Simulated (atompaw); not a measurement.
## Before and after: PAW (atompaw) potential for Mo (Z = 42)

```json
{
  "Element": "Mo",
  "Generator": "atompaw 4.2.0.5",
  "Type": "PAW",
  "Functional": "PBE",
  "Relativity": "scalar-relativistic",
  "Frozen core": "[Ar] 3d10",
  "Valence charge": "14",
  "Reference configuration": "4s2 4p6 4d5 5s0.5 5p0 (charge +0.5)",
  "Partial waves": "4s (bound): rc 1.25 bohr; 5s (bound): rc 2.50 bohr; 4p (bound): rc 1.35 bohr; 5p (bound, empty): rc 2.50 bohr; 4d (bound): rc 2.50 bohr; 4d channel at 2.85 Ry: rc 2.40 bohr",
  "Local potential": "bessel scheme, radius 2.40 bohr",
  "Core correction": "smooth core density matched at 1.40 bohr",
  "Augmentation charge": "gaussian compensation charge, radius 2.15 bohr; PAW radius 2.50 bohr; waves and projectors: custom rrkj vanderbiltortho"
}
```

Change: all radii scaled by about 1.05 (s 1.32, p 1.42, d 2.62 bohr); local potential bessel scheme, radius 2.52 bohr; augmentation gaussian compensation charge, radius 2.26 bohr; PAW radius 2.62 bohr; waves and projectors: custom rrkj vanderbiltortho; core correction smooth core density matched at 1.48 bohr.

Cutoffs: the cutoffs (Ry, on a coarse ladder) from which the occupation-weighted sum of valence levels, in a spherical-Bessel basis at the reference potential, stays within 10 and 1 mRy of its value at 400 Ry; they do not see the model core or the augmentation charge, which bear on the density cutoff.

Question: What does the change do?

Answer: The potential gets softer (45 Ry and 80 Ry → 40 Ry and 70 Ry); neither file shows a bound ghost. A larger radius leaves more room for a smooth pseudo-wave, so fewer plane waves are needed.

| quantity | base | changed |
| --- | --- | --- |
| cutoff, loose | 45 Ry | 40 Ry |
| cutoff, tight | 80 Ry | 70 Ry |
| loose cutoff by channel (10 mRy a level) | s 18 Ry, p 35 Ry, d 15 Ry | s 18 Ry, p 30 Ry, d 12 Ry |
| bound ghosts | none | none |
| lowest overlap eigenvalue by channel | s 0.45, p 0.49, d 0.90 | s 0.42, p 0.50, d 0.90 |

 The cutoffs see the waves, projectors and local potential, not the compensation charge or the core.
